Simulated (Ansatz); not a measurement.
One geometry of (ZnS)2 ring (Zn₂S₂), several levels of theory.

```yaml
crystal:
  periodic: [false, false, false]
  atoms:
    - {symbol: Zn, position_ang: [0.467228, 0.380790, -1.049783]}
    - {symbol: S, position_ang: [-1.105559, 1.527337, 0.061916]}
    - {symbol: Zn, position_ang: [-0.467206, -0.380775, 1.049795]}
    - {symbol: S, position_ang: [1.105537, -1.527352, -0.061938]}
basis:
  gaussian: {orbitals: def2-TZVP, initial_orbitals: start.molden}
hamiltonian: {xc: pbe0, dispersion: d4}
scf: {omitted_lower_state_checks: [starts]}
output: {forces: true, orbitals: {seedname: orbitals}}
```

The file start.molden holds the orbitals of an earlier run on this structure, at another level or in another basis.

```sh
$ ansatz run in.yaml --threads 4 --pin off --events-out ev --progress --plain --max-ram 3916MiB
```

Output, abridged:

```
Functional definition: PBE0
1256 factors; integrals over basis functions are off by at most 8.6e-4 eV
mean field evaluation 1: about -118488.7057 eV, gradient 1.7e2 eV
mean field evaluation 2: about -118491.7339 eV, gradient 5.9e0 eV
mean field evaluation 4: about -118492.1533 eV, gradient 8.0e-1 eV
mean field evaluation 8: about -118492.1558 eV, gradient 5.6e-5 eV
mean field -118492.15580327 eV, -4354.5064089024 hartree, gradient 5.6e-5 eV, S^2 0.000000; 0 other end points of the search recorded, 0 dependent functions left out
reference -118492.15583261 eV, -4354.5064099806 hartree; 46, 46 occupied and 124, 124 virtual orbitals, 1256 factors
Total energy: -118492.29792508 eV, -4354.5116317824 hartree
Atom 0 at     0.467228     0.380790    -1.049783 Å, force     0.017133     0.013673    -0.038300 eV/Å
Atom 1 at    -1.105559     1.527337     0.061916 Å, force     0.073196    -0.101178    -0.003951 eV/Å
Atom 2 at    -0.467206    -0.380775     1.049795 Å, force    -0.017199    -0.013719     0.038253 eV/Å
Atom 3 at     1.105537    -1.527352    -0.061938 Å, force    -0.073130     0.101224     0.003998 eV/Å
Dipole moment:     0.000019     0.000013     0.000013 e Å
Checks for a lower state left out: starts
```

Run time 3.8 s (4 threads of Arm Neoverse V2 on a shared host).

As the first input, with `gaussian: {orbitals: def2-TZVPD, initial_orbitals: start.molden}`, `output: {orbitals: {seedname: orbitals}}` (abridged; 4.1 s):

```
Functional definition: PBE0
mean field -118492.19545156 eV, -4354.5078659499 hartree, gradient 1.0e-5 eV, S^2 0.000000
Total energy: -118492.33758765 eV, -4354.5130893551 hartree
Checks for a lower state left out: starts
```

As the first input, with `hamiltonian: {xc: {name: B3LYP}, dispersion: d4}`, `output: {orbitals: {seedname: orbitals}}` (abridged; 3.5 s):

```
Functional definition: B3LYP
mean field -118516.59533982 eV, -4355.4045453047 hartree, gradient 1.5e-5 eV, S^2 0.000000
Total energy: -118516.87581081 eV, -4355.4148524234 hartree
Checks for a lower state left out: starts
```

First input, but with `correlation: {method: mp2, frozen_orbitals: {S: 5, Zn: 9}}`, `output: {orbitals: {seedname: orbitals}}` and without the key `hamiltonian` (abridged; 2.2 s):

```
Functional definition: HF
mean field -118390.43061044 eV, -4350.7680770177 hartree, gradient 3.6e-6 eV, S^2 0.000000
28 core orbitals not correlated: weight in the atoms' cores, before any rotation towards them, 1.000 or more for the frozen orbitals, at most 0.000 for the correlated occupied ones
second order -31.67504829 eV of doubles, -0.00000000 eV of singles
Total energy: -118422.10565873 eV, -4351.9321135722 hartree
Checks for a lower state left out: starts
```

Geometry: PBE0-D4/def2-SVP.

B3LYP takes the VWN-RPA correlation. Correlated methods freeze 28 core orbitals.
